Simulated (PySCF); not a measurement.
# Shapes and spin states of NbBr₃

Method: PySCF, B3LYP, basis Nb def2-SVP with ECP28, Br def2-SVP (scalar-relativistic core potentials, no spin–orbit coupling, density fitting).

Relaxations began from a few typed shapes and spin states; open shells are unrestricted. The search is not exhaustive: other isomers or separated fragments can lie lower, and high-lying points may rest on an excited occupation.

| spin | group | bonds | angles | imaginary modes (cm⁻¹) | ΔE (kJ/mol) | ΔE with ZPE (kJ/mol) |
| --- | --- | --- | --- | --- | --- | --- |
| triplet | C2v | Nb–Br 2.437 Å, Nb–Br 2.457 Å (×2) | Br–Nb–Br 110.5°, Br–Nb–Br 124.7° (×2) | none | 0.0 | 0.0 |
| broken-symmetry Ms = 0 (⟨S²⟩ 0.87) | C2v | Nb–Br 2.428 Å, Nb–Br 2.440 Å (×2) | Br–Nb–Br 114.1°, Br–Nb–Br 123.0° (×2) | none | 18.0 | 18.1 |
| singlet (closed shell, unstable to spin polarisation) | D3h | Nb–Br 2.413 Å (×3) | Br–Nb–Br 120.0° (×3) | none | 43.5 | 44.2 |

The lowest minimum found is the triplet C2v: Nb–Br 2.437 Å, Nb–Br 2.457 Å (×2); Br–Nb–Br 110.5°, Br–Nb–Br 124.7° (×2).

Formally Nb is in oxidation state +3, d2, with 2 unpaired electrons (the high-spin count). The Mulliken spin on Nb is 2.05. The polar-tensor charge on Nb, 1.71, is far below the formal one.

For the lowest minimum: with open d or f shells other occupations or spin states may lie lower.

The electron or spin density has lower symmetry than the nuclear frame for the broken-symmetry Ms = 0 (⟨S²⟩ 0.87) C2v at 18.0 kJ/mol.
